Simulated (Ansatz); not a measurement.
Abridged output of a molecular run in Ansatz:

```
Functional definition: HF
785 factors; integrals over basis functions are off by at most 9.1e-4 eV
mean field evaluation 1: about -69582.2648 eV, gradient 4.3e1 eV
mean field evaluation 2: about -69582.2954 eV, gradient 4.3e1 eV
mean field evaluation 4: about -69585.7709 eV, gradient 2.3e0 eV
mean field evaluation 8: about -69585.7908 eV, gradient 2.2e-1 eV
mean field -69585.79091484 eV, -2557.2306491774 hartree, gradient 2.6e-6 eV, S^2 0.000000; 0 other end points of the search recorded, 0 dependent functions left out
16 core orbitals not correlated: weight in the atoms' cores, before any rotation towards them, 1.000 or more for the frozen orbitals, at most 0.000 for the correlated occupied ones
reference -69585.79091484 eV, -2557.2306491774 hartree; 17, 17 occupied and 50, 50 virtual orbitals, 785 factors
second order -19.44279014 eV of doubles, -0.00000000 eV of singles
cycle   1  -18.98096403 eV  change    4.6e-1 eV  update   1.1e-1
cycle   2  -19.46884083 eV  change   -4.9e-1 eV  update   3.3e-2
cycle   3  -19.57815862 eV  change   -1.1e-1 eV  update   1.8e-2
cycle   4  -19.56832981 eV  change    9.8e-3 eV  update   4.1e-3
cycle   5  -19.56429418 eV  change    4.0e-3 eV  update   1.8e-3
cycle   6  -19.56449990 eV  change   -2.1e-4 eV  update   5.4e-4
cycle   7  -19.56440683 eV  change    9.3e-5 eV  update   1.7e-4
cycle   8  -19.56437248 eV  change    3.4e-5 eV  update   6.0e-5
cycle   9  -19.56438597 eV  change   -1.3e-5 eV  update   1.9e-5
perturbative correction -0.45025868 eV, -0.0165467014 hartree
Total energy: -69605.80555950 eV, -2557.9661738020 hartree
```

Its atoms:

Z-matrix (Å, degrees):
```
Ga
O 1 1.761
Cl 1 2.115 2 124.1
F 1 1.733 2 117.4 3 180.0
H 2 0.961 1 113.2 3 0.0
```

Which basis set was used?
A. def2-TZVPPD
B. def2-SVPD
C. def2-SVP
D. cc-pV(Q+d)Z

C. It gives 83 functions.

Write the keys of the input that set method, charge and spin (a neutral closed shell needs none for the last two).


```yaml
correlation: {method: ccsd_t}
```
